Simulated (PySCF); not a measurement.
GaI3 (SMILES [I][Ga]([I])[I]), singlet, geometry from GFN2-xTB (such geometries of metal compounds can be far from the true shape) (core potentials on I), with bond 3-1 at 3.0 times its length; HF/def2-SVP (PySCF).

Here is a job for PySCF.
```python
from pyscf import gto, scf

mol = gto.M(
    atom='''
Ga    0.00000000    0.00000000   -0.00000000
I    -2.05971396   -1.43007518   -0.04666271
I     0.04701891    6.64468242   -3.52893906
I     2.04404099   -0.78481896    1.22297573
''',
    basis='def2-svp',
    ecp={'I': 'def2-svp'},
    verbose=4,
)

mf = scf.RHF(mol)
mf.kernel()
mo_i, mo_e, stable_i, stable_e = mf.stability(internal=True, external=True, return_status=True, nroots=6, tol=1e-6)
print('internally stable:', stable_i, ' externally stable:', stable_e)
if not stable_e:
    umf = mf.to_uhf() if not hasattr(mf, 'xc') else mf.to_uks()
    umf.scf_summary = {}
    umf.kernel(umf.make_rdm1(mo_e, umf.mo_occ))
mf.analyze()
```

What does PySCF print? Leave out banner, timings and long lists.


```
PySCF version 2.14.0

[INPUT] verbose = 4
[INPUT] num. atoms = 4
[INPUT] num. electrons = 106
[INPUT] charge = 0
[INPUT] spin (= nelec alpha-beta = 2S) = 0
[INPUT] symmetry False subgroup None
[INPUT] Mole.unit = angstrom
[INPUT] Symbol           X                Y                Z      unit          X                Y                Z       unit  Magmom
[...]
nuclear repulsion = 530.85143427362
number of shells = 42
number of NR pGTOs = 257
number of NR cGTOs = 110
basis = def2-svp
ecp = {'I': 'def2-svp'}

******** <class 'pyscf.scf.hf.RHF'> ********
method = RHF
initial guess = minao
damping factor = 0
level_shift factor = 0
DIIS = <class 'pyscf.scf.diis.CDIIS'>
diis_start_cycle = 1
diis_space = 8
diis_damp = 0
SCF conv_tol = 1e-09
SCF conv_tol_grad = None
SCF max_cycles = 50
direct_scf = True
direct_scf_tol = 1e-13
Set gradient conv threshold to 3.16228e-05
Initial guess from minao.
init E= -2715.96742826644
cycle= 1 E= -2810.09678721268  delta_E= -94.1  |g|= 3.69  |ddm|= 12.9
cycle= 2 E= -2805.14295201548  delta_E= 4.95  |g|= 2.78  |ddm|= 12.8

cycle= 3 E= -2777.74034009209  delta_E= 27.4  |g|= 3.23  |ddm|= 24.2
cycle= 4 E= -2812.59149971404  delta_E= -34.9  |g|= 0.814  |ddm|= 21.5
cycle= 5 E= -2812.85424894075  delta_E= -0.263  |g|= 0.367  |ddm|=  1.4
cycle= 6 E= -2812.87753353342  delta_E= -0.0233  |g|= 0.251  |ddm|= 0.316
cycle= 7 E= -2812.88100033861  delta_E= -0.00347  |g|= 0.235  |ddm|= 0.138
cycle= 8 E= -2812.88491305672  delta_E= -0.00391  |g|= 0.216  |ddm|= 0.0937
cycle= 9 E= -2812.89030833725  delta_E= -0.0054  |g|= 0.18  |ddm|= 0.155
cycle= 10 E= -2812.89802743247  delta_E= -0.00772  |g|= 0.107  |ddm|= 0.204

cycle= 11 E= -2812.59594809145  delta_E= 0.302  |g|= 0.567  |ddm|= 2.82
cycle= 12 E= -2812.60508437317  delta_E= -0.00914  |g|= 0.549  |ddm|= 0.0536
cycle= 13 E= -2812.89854050855  delta_E= -0.293  |g|= 0.103  |ddm|= 2.83
cycle= 14 E= -2812.90026718017  delta_E= -0.00173  |g|= 0.0842  |ddm|= 0.0618
cycle= 15 E= -2812.6231527454  delta_E= 0.277  |g|= 0.512  |ddm|= 2.81

cycle= 16 E= -2812.90129192749  delta_E= -0.278  |g|= 0.0821  |ddm|= 2.81
cycle= 17 E= -2812.62805449841  delta_E= 0.273  |g|= 0.501  |ddm|= 2.81

cycle= 18 E= -2812.90159267049  delta_E= -0.274  |g|= 0.0827  |ddm|= 2.81
cycle= 19 E= -2812.90952029531  delta_E= -0.00793  |g|= 0.0766  |ddm|= 0.379
cycle= 20 E= -2812.9148454952  delta_E= -0.00533  |g|= 0.0714  |ddm|= 0.18
cycle= 21 E= -2812.92728925414  delta_E= -0.0124  |g|= 0.0923  |ddm|= 0.878
[...]
SCF not converged.
<class 'pyscf.scf.hf.RHF'> wavefunction is stable in the internal stability analysis
<class 'pyscf.scf.hf.RHF'> wavefunction has an real -> complex instability
<class 'pyscf.scf.hf.RHF'> wavefunction has an RHF/RKS -> UHF/UKS instability
internally stable: True  externally stable: False
[...]
cycle= 13 E= -2813.05607132693  delta_E= -6.92e-09  |g|= 2.68e-05  |ddm|= 0.000155
cycle= 14 E= -2813.05607133258  delta_E= -5.64e-09  |g|= 2.68e-05  |ddm|= 0.000126
cycle= 15 E= -2813.0560713457  delta_E= -1.31e-08  |g|= 2.67e-05  |ddm|= 0.000295
cycle= 16 E= -2813.0560713818  delta_E= -3.61e-08  |g|= 2.66e-05  |ddm|= 0.000813
cycle= 17 E= -2813.05607158768  delta_E= -2.06e-07  |g|= 2.6e-05  |ddm|= 0.00473
cycle= 18 E= -2813.05607196201  delta_E= -3.74e-07  |g|= 2.72e-05  |ddm|= 0.00903
cycle= 19 E= -2813.05607206712  delta_E= -1.05e-07  |g|= 3.43e-05  |ddm|= 0.00266
cycle= 20 E= -2813.05607347101  delta_E= -1.4e-06  |g|= 0.000284  |ddm|= 0.0461
cycle= 21 E= -2813.05607342925  delta_E= 4.18e-08  |g|= 0.000253  |ddm|= 0.00231
cycle= 22 E= -2813.05607352791  delta_E= -9.87e-08  |g|= 0.000261  |ddm|= 0.0041
cycle= 23 E= -2813.05607359679  delta_E= -6.89e-08  |g|= 0.000181  |ddm|= 0.00144
cycle= 24 E= -2813.05607414443  delta_E= -5.48e-07  |g|= 0.000352  |ddm|= 0.0341
cycle= 25 E= -2813.05607413874  delta_E= 5.68e-09  |g|= 0.000336  |ddm|= 0.00125
cycle= 26 E= -2813.05607427462  delta_E= -1.36e-07  |g|= 0.000359  |ddm|= 0.013
cycle= 27 E= -2813.05607434183  delta_E= -6.72e-08  |g|= 0.000155  |ddm|= 0.00347
cycle= 28 E= -2813.05607445574  delta_E= -1.14e-07  |g|= 0.000219  |ddm|= 0.0172
cycle= 29 E= -2813.05607442444  delta_E= 3.13e-08  |g|= 3.22e-05  |ddm|= 0.011
cycle= 30 E= -2813.05607448811  delta_E= -6.37e-08  |g|= 0.000154  |ddm|= 0.0127
cycle= 31 E= -2813.05607450248  delta_E= -1.44e-08  |g|= 0.000105  |ddm|= 0.000441
cycle= 32 E= -2813.05607452102  delta_E= -1.85e-08  |g|= 5.82e-06  |ddm|= 0.0018
cycle= 33 E= -2813.05607454632  delta_E= -2.53e-08  |g|= 2.7e-05  |ddm|= 0.0116
cycle= 34 E= -2813.05607454719  delta_E= -8.69e-10  |g|= 6.05e-06  |ddm|= 0.000583
Extra cycle  E= -2813.05607454722  delta_E= -2.64e-11  |g|= 1.96e-06  |ddm|= 9.09e-06
converged SCF energy = -2813.05607454722  <S^2> = 1.0189783  2S+1 = 2.2529787
**** SCF Summaries ****
Total Energy =                       -2812.931345953809796
Nuclear Repulsion Energy =             530.851434273620157
One-electron Energy =                -5294.024182106666558
Two-electron Energy =                 1950.241401879236491
Two-electron Coulomb Energy =         2087.294757876799849
DFT Exchange-Correlation Energy =     -137.053355997563358
**** MO energy ****
[...]
Dipole moment(X, Y, Z, Debye): -0.10027, -13.06422,  6.93523
```

The run did not converge; its last values are not results.
